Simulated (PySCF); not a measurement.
Geometry:
```
atom   x (Å)   y (Å)   z (Å)
 Al1   0.608   1.079   1.293
  C2   2.565   1.088   1.271
  H3   2.937   1.488   0.311
  H4   2.997   0.085   1.406
  H5   2.972   1.750   2.055
  C6  -0.366   2.776   1.274
  H7  -1.458   2.644   1.292
  H8  -0.108   3.366   0.377
  H9  -0.085   3.400   2.140
 S10  -0.495  -0.855   1.371
 C11  -0.678  -1.175  -0.464
 C12   0.695  -1.334  -1.109
 C13  -1.461  -2.480  -0.570
 C14  -1.458  -0.042  -1.123
 H15   0.588  -1.608  -2.173
 H16   1.280  -0.400  -1.068
 H17   1.280  -2.115  -0.603
 H18  -1.614  -2.742  -1.630
 H19  -0.918  -3.304  -0.085
 H20  -2.446  -2.388  -0.089
 H21  -0.914   0.917  -1.076
 H22  -2.430   0.105  -0.633
 H23  -1.632  -0.267  -2.189
```

Geometry: PBE0-D3(BJ)/def2-SVP; GIAO absolute shieldings from PySCF, gas phase, non-relativistic, averaged over equivalent atoms.

At PBE/pcSseg-1 (pcSseg-2 on Al) (244 basis functions):
```
                              atoms  σ (ppm)
                                Al1    238.9
                                C11    126.3
                        C12/C13/C14    137.6
                              C2/C6    180.3
H15/H16/H17/H18/H19/H20/H21/H22/H23    29.61
                  H3/H4/H5/H7/H8/H9    31.22
                                S10    461.7
```

Problem. What do these become at PBE0/pcSseg-1 (pcSseg-2 on Al)?

Solution. 
| atoms | σ at PBE0/pcSseg-1 (pcSseg-2 on Al) | change |
| --- | --- | --- |
| Al1 | 262.7 | +23.8 |
| C11 | 135.4 | +9.1 |
| C12/C13/C14 | 143.5 | +5.9 |
| C2/C6 | 185.5 | +5.2 |
| H15/H16/H17/H18/H19/H20/H21/H22/H23 | 29.77 | +0.16 |
| H3/H4/H5/H7/H8/H9 | 31.33 | +0.11 |
| S10 | 500.5 | +38.8 |

The largest change is at S10 (sulfur bonded to C, Al). Cost: 244 basis functions. The order of the carbon signals is the same at both levels.
